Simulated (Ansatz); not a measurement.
Computed with Ansatz on PBE0-D4/def2-TZVP structures; ΔE is electronic, products minus reactants. CCSD(T)/CBS adds triple-zeta CCSD(T) − MP2 to the extrapolated MP2 energy (def2 sets, frozen cores). DFT in def2-TZVPP. B3LYP here is the variant with VWN-RPA as its local correlation; programs differ in this. def2 core potentials past Kr. For Hf, Se outer-core shells are correlated without core-valence functions, which leaves a few kJ/mol of doubt a bond. Scalar relativity is left out up to krypton. One conformer a species, not always the lowest.

Consider the redistribution: `C[O][Hf]([OH])([Cl])[Cl]` + `Cl[SiH2][SeH]` → `[OH][Hf]([Cl])([Cl])[SeH]` + `CO[SiH2]Cl`.

Is it downhill or uphill in electronic energy at CCSD(T)/CBS, and by how much? (Estimate.)

Ansatz gave: Nearly level: ΔE = +0.4 kJ/mol.

What do these levels give: PBE-D4, r2SCAN-D4, B3LYP-D4, ωB97X-V, PBE0, MP2/def2-TZVPP, SCS-MP2/def2-TZVPP, CCSD/def2-TZVPP, MP2/def2-QZVPP, SCS-MP2/def2-QZVPP, HF/CBS(def2), MP2/CBS(def2)? (Estimate.)

The calculation gave: PBE-D4 8.8, r2SCAN-D4 2.1, B3LYP-D4 3.4, ωB97X-V 6.6, PBE0 6.3, MP2/def2-TZVPP -1.7, SCS-MP2/def2-TZVPP 0.1, CCSD/def2-TZVPP 0.8, MP2/def2-QZVPP -1.6, SCS-MP2/def2-QZVPP 0.3, HF/CBS(def2) -3.7, MP2/CBS(def2) -1.1 kJ/mol.

Largest T1 diagnostic among the species: 0.014.

From PBE to PBE0 (25 % exact exchange), in def2-TZVPP and without D4, ΔE moves by −3.6 kJ/mol.
